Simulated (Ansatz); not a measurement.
This geometry of CH6BNOSi (11 atoms, charge 0, multiplicity 1) is a first-order saddle point.

The calculation used Ansatz 0.2.0, RKS B3LYP/6-31G.

```xyz
11
Properties=species:S:1:pos:R:3
B -2.218 -0.391 -0.007
Si -0.221 -0.841 0.002
N 0.887 0.264 0.869
C 1.460 0.805 -0.378
O 0.674 -0.026 -1.337
H -2.548 0.753 -0.069
H -3.062 -1.233 0.052
H 0.086 -2.317 0.149
H 1.229 0.450 1.796
H 1.243 1.865 -0.556
H 2.533 0.614 -0.501
```

Q: Which two structures does it join? (They come from a converged band through this point; their orientation in space is the band's.)

A: No bond is made or broken. The dihedral H7–B1–Si2–O5 goes from 36 to -144°. The two ends are copies of one structure, up to a mirror image or an exchange of like atoms.

Initial state:

```xyz
11
Properties=species:S:1:pos:R:3
B -2.203 -0.447 0.187
Si -0.214 -0.786 0.206
N 0.840 0.577 0.697
C 1.485 0.667 -0.627
O 0.710 -0.412 -1.298
H -2.751 -0.034 1.165
H -2.856 -0.637 -0.792
H 0.121 -2.163 0.755
H 1.055 1.148 1.497
H 1.327 1.621 -1.142
H 2.551 0.409 -0.628
```

Final state:

```xyz
11
Properties=species:S:1:pos:R:3
B -2.200 -0.438 0.202
Si -0.215 -0.795 0.187
N 0.835 0.566 0.693
C 1.485 0.666 -0.628
O 0.712 -0.407 -1.310
H -2.872 -0.577 -0.773
H -2.726 -0.060 1.206
H 0.123 -2.181 0.709
H 1.042 1.135 1.496
H 1.330 1.626 -1.135
H 2.550 0.407 -0.628
```

Q: How far does it lie above each of them?

A: 13.4 kJ/mol above the first and 13.5 kJ/mol above the second. This is the barrier of this one path; another mechanism may lie lower. Limits of this set-up: no polarisation functions.

Time of the run: 3.8 min on 1 thread of Arm Neoverse V1 (shared host), peak memory 0.14 GiB.
